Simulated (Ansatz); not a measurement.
Consider the formal exchange of groups at the Se–Si bond: `[OH][AlH][SiH2][SeH]` + `C=CC` → `C=C(C)[SeH]` + `[OH][AlH][SiH3]`.

Program: Ansatz. Geometries: PBE0-D4/def2-TZVP. ΔE: electronic, gas phase. CBS: MP2 limit from def2 TZ/QZ plus the TZ coupled-cluster correction, frozen cores. Functionals use def2-TZVPP. B3LYP here is the variant with VWN-RPA as its local correlation; programs differ in this. For Se outer-core shells are correlated without core-valence functions, which leaves a few kJ/mol of doubt a bond. Scalar relativity is left out up to krypton. Each species was taken in one conformer, which may not be the lowest.

`[OH][AlH][SiH2][SeH]`:

```xyz
9

O     1.669    0.715   -0.804
Al    1.112    0.037    0.652
Si   -1.273   -0.471    0.533
Se   -1.921   -0.044   -1.625
H     2.573    0.984   -0.963
H     2.121   -0.182    1.857
H    -2.089    0.346    1.477
H    -1.587   -1.892    0.852
H    -0.606    0.507   -1.978
```

`C=CC`:

```xyz
9

C     1.130   -0.780    0.185
C     0.258   -0.033   -0.478
C    -0.961    0.588    0.112
H     1.002   -0.995    1.242
H     2.000   -1.205   -0.302
H     0.429    0.154   -1.536
H    -0.938    1.677    0.003
H    -1.864    0.242   -0.400
H    -1.056    0.352    1.173
```

`C=C(C)[SeH]`:

```xyz
10

C    -0.746    1.340   -0.265
C    -0.276    0.099   -0.218
C     0.716   -0.387    0.783
Se   -0.971   -1.197   -1.440
H    -1.452    1.667   -1.019
H    -0.430    2.070    0.473
H     1.019    0.426    1.446
H     1.610   -0.777    0.288
H     0.300   -1.199    1.385
H     0.231   -2.042   -1.434
```

`[OH][AlH][SiH3]`:

Cartesian coordinates in Å:
```
O 1.657 0.494 1.336
Al 0.070 0.690 0.764
Si -0.592 -0.753 -1.099
H 2.017 1.001 2.063
H -0.870 1.767 1.460
H -1.150 0.057 -2.220
H -1.669 -1.693 -0.672
H 0.537 -1.562 -1.633
```

(1) Is it downhill or uphill in electronic energy at CCSD(T)/CBS, and by how much? (Best estimate.)

(2) What do these levels give: r2SCAN-D4, ωB97X-V, ωB97M-V, r2SCAN, PBE0, B3LYP, MP2/def2-TZVPP, SCS-MP2/def2-TZVPP, CCSD(T)/def2-TZVPP, HF/def2-QZVPP, MP2/def2-QZVPP, HF/CBS(def2)? (Estimate.)

Largest T1 diagnostic among the species: 0.014.

Answers

(1) Ansatz gave: Uphill: ΔE = +99.5 kJ/mol.

(2) The calculation gave: r2SCAN-D4 98.0, ωB97X-V 97.0, ωB97M-V 99.6, r2SCAN 98.1, PBE0 100.5, B3LYP 96.7, MP2/def2-TZVPP 92.2, SCS-MP2/def2-TZVPP 90.8, CCSD(T)/def2-TZVPP 92.4, HF/def2-QZVPP 105.1, MP2/def2-QZVPP 96.1, HF/CBS(def2) 105.0 kJ/mol.

From PBE to PBE0 (25 % exact exchange), in def2-TZVPP and without D4, ΔE moves by +5.2 kJ/mol. In def2-TZVPP, CCSD(T) changes the Hartree–Fock value by −13.1 kJ/mol (the triples alone add −2.1 kJ/mol) and MP2 by −13.3 kJ/mol.
